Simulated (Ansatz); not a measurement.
Stepwise reaction of `[NH2][In]([NH2])[Br]` with hydrogen, as a gas-phase model of exchange steps in deposition or etching. ΔE in kJ/mol; ΔG adds harmonic PBE0-D4 terms to CCSD(T)/CBS, at 1 bar.

Program: Ansatz. Geometries: PBE0-D4/def2-TZVP. ΔE: electronic, gas phase. CBS: MP2 limit from def2 TZ/QZ plus the TZ coupled-cluster correction, frozen cores. This one scheme is used for every species. DFT in def2-TZVPP. B3LYP here is the variant with VWN-RPA as its local correlation; programs differ in this. def2 core potentials past Kr. For Br, In outer-core shells are correlated without core-valence functions, which leaves a few kJ/mol of doubt a bond. Scalar relativity is left out up to krypton. One conformer a species, not always the lowest.

```csv
step,reaction,PBE-D4,B3LYP-D4,ωB97M-V,CCSD(T)/CBS,ΔG(400 K)
1,`[NH2][In]([NH2])[Br]` + H₂ → `[NH2][InH][Br]` + NH₃,-19.8,-21.8,-24.5,-13.6,-12.7
2,`[NH2][InH][Br]` + H₂ → `[Br][InH2]` + NH₃,-6.2,-7.7,-9.0,0.6,4.9
```

(1) By hand: ΔE of the 2 steps together at CCSD(T)/CBS.

Answers

(1) (-13.6) + (0.6) = -13.0 kJ/mol, or -6.5 kJ/mol a step.

In ΔE each step is higher than the one before. ΔG lies between -12.7 and 4.9 kJ/mol a step. PBE-D4 differs from CCSD(T)/CBS by -6.8 to -6.2 kJ/mol a step. Isolated molecules leave out the surface, adducts and barriers. Largest T1 diagnostic: 0.013.
